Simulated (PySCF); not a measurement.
UHF on S (sulfur, neutral)

Configuration: [Ne] 3s1 3p4 3d1, one real determinant (an excited configuration). All numbers are calculated (PySCF 2.14, no relativity, point nucleus, in aug-cc-pwCVTZ (8s7p5d3f, 75 functions)).

```json
{"Total energy": "-396.836809 hartree", "One-electron energy": "-546.3739 hartree", "Hartree (Coulomb) energy": "174.5132 hartree", "Exchange energy": "-24.9761 hartree", "Kinetic energy": "396.91420 hartree", "⟨S²⟩": "6.0176", "⟨L²⟩": "8.048", "Sum of ⟨r⟩": "16.47 bohr", "Sum of ⟨r²⟩": "35.16 bohr²", "Traceless quadrupole moment −½Σ⟨3z² − r²⟩ along its main axis": "1.32 e·bohr²", "Density at the nucleus (Gaussians lack the cusp)": "2620 bohr⁻³", "Spin density at the nucleus": "9.24 bohr⁻³", "Langevin diamagnetic susceptibility": "-27.9 ×10⁻⁶ cm³/mol"}
```

```csv
shell,electrons,mean orbital energy (hartree),spread (hartree),"rms radius, mean of both spins (bohr)"
1s α,1,-92.21743,0,0.113
1s β,1,-92.17323,0,0.113
2s α,1,-9.19892,0,0.519
2s β,1,-9.13469,0,0.519
2p α,3,-6.88852,0.01615,0.491
2p β,3,-6.82804,0.02187,0.491
3s α,1,-1.15346,0,1.78
3p α,3,-0.61156,0.07525,2.15
3p β,1,-0.37708,0,2.15
3d α,1,-0.06056,0,3.40
```

⟨L²⟩ = 8.05 against 12 for a pure F term, so this real determinant mixes terms. The outer electron is Rydberg-like, and this basis confines it to a smaller radius and binds it less than a complete one would.

Spin-orbit constants ζ (cm⁻¹) from the X2C one-electron operator on these orbitals (non-relativistic here): bare nucleus, nucleus screened by l(l+1)(2l+1)/3 electrons, and screened by the Breit-Pauli mean field of the electrons.

| shell | bare | screened nucleus | mean field |
| --- | --- | --- | --- |
| 2p | 7390 | 6467 | 6043 |
| 3p | 521.6 | 456.4 | 421.0 |
| 3d | 14.78 | 5.544 | 3.399 |

To first order the Landé constant is A = -34.52 cm⁻¹, so the lowest level has J = 5 and lies 0.0257 eV below the centre of the term. This holds in LS coupling only.
